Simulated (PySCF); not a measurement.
C$_{5}$H$_{12}$FNSi: full NMR table

* Formula: C5H12FNSi
* SMILES: C/C(CN)=C(/[SiH3])CF
* InChI: InChI=1S/C5H12FNSi/c1-4(3-7)5(8)2-6/h2-3,7H2,1,8H3/b5-4-
* Point group of the computed structure: C1
* Degrees of unsaturation: 1
* Carbon signals: 5
* Proton signals: 5

Mapped SMILES: `[CH3:1]/[C:2]([CH2:3][NH2:4])=[C:5](/[SiH3:6])[CH2:7][F:8]`. Each H is labelled by its parent atom.

How the numbers were obtained: shieldings: GIAO PBE0/pcSseg-1, geometry: GFN2-xTB, in PySCF 2.14 (equivalent nuclei averaged, relativity neglected, no solvent model, one conformer).

Referencing at the same level of theory: 1H (σ = 31.72 ppm), 13C (σ = 186.93 ppm), 29Si (σ = 349.16 ppm) vs TMS; 19F (σ = 170.95 ppm) vs CFCl3; 15N (σ = 267.73 ppm) against NH3.

| carbon | δC, type | δH (multiplicity) | HMBC from (2–3 bonds) | span of the C tensor (ppm) |
| --- | --- | --- | --- | --- |
| C1 | 19.8, CH3 | 1.70 (s) | H(C3) | 29 |
| C2 | 150.2, C | – | H(C7), H(Si6), H(C3), H(C1) | 226 |
| C3 | 52.3, CH2 | 3.52 (s) | H(C1) | 49 |
| C5 | 142.0, C | – | H(C7), H(Si6), H(C3), H(C1) | 210 |
| C7 | 88.2, CH2 | 5.54 (m) | H(Si6) | 87 |

Other nuclei:
```json
{"atoms": "H(Si6)", "nucleus": "1H", "environment": "hydrogen on a silicon bonded to C", "δ (ppm)": "4.42", "σ (ppm)": "27.30"}
{"atoms": "H(N4)", "nucleus": "1H", "environment": "hydrogen on an amine nitrogen", "δ (ppm)": "0.81", "σ (ppm)": "30.91"}
{"atoms": "F8", "nucleus": "19F", "environment": "fluorine on an sp3 carbon", "δ (ppm)": "-248.5", "σ (ppm)": "419.4"}
{"atoms": "Si6", "nucleus": "29Si", "environment": "silicon bonded to C, 3 H", "δ (ppm)": "-101.3", "σ (ppm)": "450.4"}
{"atoms": "N4", "nucleus": "15N", "environment": "amine nitrogen", "δ (ppm)": "64.4", "σ (ppm)": "203.3"}
```

- Carbon types of the structure: 2 × C, 2 × CH2, 1 × CH3, leaving 5 H on heteroatoms.
- δC 150.2, 142.0: fully substituted alkene carbon; the olefinic region.
- δC 88.2: allylic sp3 CH2 bonded to F; deshielded by the electronegative neighbour.
- δC 52.3: allylic sp3 CH2 bonded to N; deshielded by the electronegative neighbour.
- δH 5.54: hydrogen on an allylic sp3 CH2 bonded to F; its carbon carries F, which withdraws density.
- δH 0.81: hydrogen on an amine nitrogen; exchangeable, gas-phase position.

OH/NH shifts are gas-phase values; hydrogen bonding in solution moves them, usually downfield. Splittings by 19F in the carbon and heteronuclear signals aren't shown, as no couplings were computed. Shifts are as computed. Against solution values, carbons near 30 ppm lie about +3 ppm off and those near 130 ppm about +5 ppm. Of 1309 compounds with measured shifts, 239 miss one by over three times the rms of a fit or turn the order of signals round; such compounds aren't used in these exercises. Unscaled 19F shifts against computed CFCl3 carry errors that often reach 10 to 50 ppm. Experimental scales use liquid or dissolved standards, which lie at an offset from isolated NH3 (liquid NH3: subtract about 20 ppm). No couplings were computed; multiplicities are counted from neighbouring protons, with m where these are inequivalent, close in shift, in a saturated or five-membered ring or joined by F or P, and br s for small geminal =CH2 splittings.
